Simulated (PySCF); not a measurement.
**Telling isomers of C7H14FP apart by NMR**

Fast rotation and ring inversion assumed for equivalent nuclei, in vacuum, one conformer, no relativistic terms. Geometry: GFN2-xTB; shieldings: GIAO PBE0/pcSseg-1; PySCF 2.14.

Shifts are taken against calculated references (same method and geometry level): ¹H and ¹³C vs TMS. Splittings of carbon signals by F and P are missing where no couplings were computed. Where no couplings were computed, multiplicities follow the n + 1 count of equivalent neighbours, and m marks all less simple cases (inequivalent or close neighbours, rings, F or P nearby). Shifts are as computed. Against solution values, carbons near 30 ppm lie about +3 ppm off and those near 130 ppm about +5 ppm. Of 1211 compounds with measured shifts, 218 miss one by over three times the rms of a fit or turn the order of signals round; such compounds aren't used in these exercises.

(1) Tabulate the signals of `C/C(F)=P\CC(C)(C)C`, `CC/C(F)=P\C(C)(C)C`, `CCP1CCC(F)CC1` and their relative energies.

(2) What is the quickest way to tell C/C(F)=P\CC(C)(C)C from CC/C(F)=P\C(C)(C)C?

(3) What is the quickest way to tell C/C(F)=P\CC(C)(C)C from CCP1CCC(F)CC1?

(4) What is the quickest way to tell CC/C(F)=P\C(C)(C)C from CCP1CCC(F)CC1?

Results:

(1) 
| SMILES | carbon types | δC | δH | E rel. (kcal/mol) |
| --- | --- | --- | --- | --- |
| C/C(F)=P\CC(C)(C)C | 2×C 1×CH2 4×CH3 | 233.4, 43.1, 32.0, 31.8, 24.8 | 2.45 (m, 3H), 1.85 (m, 2H), 1.15 (s, 9H) | 26.2 |
| CC/C(F)=P\C(C)(C)C | 2×C 1×CH2 4×CH3 | 238.7, 35.9, 35.2, 31.9, 16.7 | 2.89 (m, 2H), 1.33 (m, 9H), 1.30 (t, 3H) | 30.4 |
| CCP1CCC(F)CC1 | 1×CH 5×CH2 1×CH3 | 90.5, 33.0, 31.5, 25.8, 12.1 | 4.92 (m, 1H), 2.38 (m, 2H), 1.67 (m, 2H), 1.63 (m, 2H), 1.46 (m, 2H), 1.44 (m, 2H), 1.16 (m, 3H) | 0.0 |

Energies are electronic energies at PBE0/pcSseg-1 on these geometries, without zero-point or thermal terms, each for the one conformer computed, which needn't be the lowest.

(2) Both give the same number of carbon signals, with the same numbers of each carbon type, so the positions decide. The first has an sp3 CH2 bonded to P at 43.1 ppm, the second a methyl carbon (CH3) at 16.7 ppm. Their most deshielded carbons lie at 233.4 and 238.7 ppm. In the proton spectra the most deshielded non-exchanging signals are 2.45 (m, 3H) and 2.89 (m, 2H).

(3) Both give the same number of carbon signals, but DEPT or the intensities differ. The first has a carbon double-bonded to a heavier main-group atom (C) at 233.4 ppm, the second an sp3 CH bonded to F at 90.5 ppm. In the proton spectra the most deshielded non-exchanging signals are 2.45 (m, 3H) and 4.92 (m, 1H).

(4) Both give the same number of carbon signals, but DEPT or the intensities differ. The first has a carbon double-bonded to a heavier main-group atom (C) at 238.7 ppm, the second an sp3 CH bonded to F at 90.5 ppm. In the proton spectra the most deshielded non-exchanging signals are 2.89 (m, 2H) and 4.92 (m, 1H).
